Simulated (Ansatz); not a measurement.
## Molecular dynamics of C₃H₇ClSi₂

Input:

```yaml
crystal:
  periodic: [false, false, false]
  atoms:
    - { symbol: Cl, position_ang: [-0.726474, -3.005211, 0.034808] }
    - { symbol: Si, position_ang: [1.105621, -2.007702, 0.405142] }
    - { symbol: Si, position_ang: [0.72348, 0.123234, 1.091936] }
    - { symbol: C, position_ang: [-0.272727, 1.017078, -0.176022] }
    - { symbol: C, position_ang: [-0.37235, 1.854206, -1.199897] }
    - { symbol: C, position_ang: [-1.675253, 1.201222, -0.790791] }
    - { symbol: H, position_ang: [1.861124, -2.067506, -0.841996] }
    - { symbol: H, position_ang: [1.807613, -2.801385, 1.40982] }
    - { symbol: H, position_ang: [0.001898, 0.120852, 2.357259] }
    - { symbol: H, position_ang: [2.002796, 0.799196, 1.274625] }
    - { symbol: H, position_ang: [0.114565, 2.550978, -1.895107] }
    - { symbol: H, position_ang: [-2.110199, 0.394879, -1.414056] }
    - { symbol: H, position_ang: [-2.439594, 1.785358, -0.24092] }
magnetization:
  spin_polarized: true
basis:
  gaussian: { orbitals: STO-3G }
hamiltonian:
  xc: pbe
  dispersion: d4
md:
  timestep: 0.5
  n_steps: 79
  ensemble: nvt_nose_hoover
  temperature: 500.0
  initial_velocities: maxwell_boltzmann
  seed: 94647
  nose_hoover: { tau: 50.0, chain_length: 3 }
```

Launched with:

```bash
$ ansatz run input.yaml --threads 1 --pin off --max-ram 2048MiB --backend cpu --events-out ev --progress --plain --runs-dir out
```

It starts from a relaxed structure.

Output, in part (step lines, the closing report, with atoms numbered from 0):

```
md step     0: t =     0.00 fs  T =   500.0 K  F+E_penalty+E_count = -31126.47935390 eV  E_kin = 0.710930 eV  conserved = -31125.76842391 eV  (26 SCF iters)
[... lines left out ...]
Total energy: -31126.06742252 eV, -1143.8618797712 hartree
Atom 0 at    -0.707567    -3.132062    -0.015093 Å, force     0.504910     0.511233     0.192276 eV/Å
Atom 1 at     1.074855    -2.020477     0.474976 Å, force    -0.644966     0.264251    -0.609003 eV/Å
Atom 2 at     0.750831     0.187246     1.040831 Å, force    -0.594918    -0.142790     0.583735 eV/Å
Atom 3 at    -0.318222     1.125214    -0.164917 Å, force     1.544181    -3.482715     5.780802 eV/Å
Atom 4 at    -0.354622     1.826817    -1.207042 Å, force    -0.301751     2.647885    -5.058863 eV/Å
Atom 5 at    -1.703973     1.344507    -0.696188 Å, force    -1.151546     0.389189    -1.601620 eV/Å
Atom 6 at     1.911664    -2.130048    -0.730975 Å, force    -0.044278    -0.087054     0.336026 eV/Å
Atom 7 at     1.642598    -2.736459     1.599600 Å, force     0.256589    -0.162188     0.108470 eV/Å
Atom 8 at     0.148241     0.240178     2.395016 Å, force     0.209110    -0.006253    -0.571480 eV/Å
Atom 9 at     2.056993     0.833124     1.119518 Å, force     0.010966    -0.054339    -0.085839 eV/Å
Atom 10 at     0.174029     2.281943    -2.047897 Å, force     0.080434     0.199625    -0.026022 eV/Å
Atom 11 at    -2.195046     0.503764    -1.255769 Å, force     0.044148     0.488989     0.378121 eV/Å
Atom 12 at    -2.396973     2.153968    -0.371192 Å, force     0.087123    -0.565833     0.573399 eV/Å
Dipole moment:     0.577999     0.340561     0.123450 e Å
```

The steps, from the saved trajectory:

```
time (fs)  T (K)  potential energy less start (eV)  conserved less start (meV/atom)
      0.0    500                             0.000                             0.00
      1.0    444                             0.080                             0.08
      2.0    326                             0.251                             0.26
      3.0    235                             0.382                             0.30
      4.0    200                             0.430                             0.25
      5.0    199                             0.432                             0.24
      6.0    219                             0.403                             0.23
      7.0    257                             0.351                             0.22
      8.0    302                             0.287                             0.19
      9.0    339                             0.236                             0.15
     10.0    344                             0.230                             0.12
     11.0    301                             0.293                             0.16
     12.0    235                             0.389                             0.27
     13.0    201                             0.439                             0.29
     14.0    208                             0.430                             0.22
     15.0    225                             0.407                             0.21
     16.0    242                             0.386                             0.24
     17.0    271                             0.346                             0.25
     18.0    316                             0.285                             0.19
     19.0    347                             0.243                             0.12
     20.0    325                             0.277                             0.10
     21.0    246                             0.394                             0.20
     22.0    164                             0.515                             0.34
     23.0    148                             0.539                             0.34
     24.0    202                             0.463                             0.23
     25.0    272                             0.366                             0.16
     26.0    316                             0.307                             0.17
     27.0    334                             0.287                             0.21
     28.0    342                             0.282                             0.22
     29.0    343                             0.285                             0.20
     30.0    329                             0.311                             0.19
     31.0    293                             0.367                             0.22
     32.0    256                             0.425                             0.28
     33.0    247                             0.441                             0.28
     34.0    265                             0.420                             0.21
     35.0    277                             0.407                             0.19
     36.0    273                             0.420                             0.23
     37.0    270                             0.430                             0.26
     38.0    280                             0.420                             0.22
     39.0    291                             0.410                             0.21
```

All steps were run. The conserved energy stayed within 0.36 meV per atom of its start (net change 0.22 meV per atom), so the integration is sound. The mean temperature of the second half is 45 % below the set value. A run of 0.04 ps of so small a system gives no equilibrium averages. Limits of this set-up: minimal basis.

The same pairs are bonded in the first frame and the last. Pairs count as bonded within 1.25 times the sum of covalent radii (0.12 Å more for H–H).

Last frame:

```xyz
13
Properties=species:S:1:pos:R:3
Cl -0.708 -3.132 -0.015
Si 1.075 -2.021 0.475
Si 0.751 0.187 1.041
C -0.318 1.125 -0.165
C -0.355 1.827 -1.207
C -1.704 1.345 -0.696
H 1.912 -2.130 -0.731
H 1.643 -2.736 1.600
H 0.148 0.240 2.395
H 2.057 0.833 1.119
H 0.174 2.282 -2.048
H -2.195 0.504 -1.256
H -2.397 2.154 -0.371
```

Time of the run: 14 min on 1 thread of AMD EPYC (Zen 3), on a shared host, peak memory 0.14 GiB.
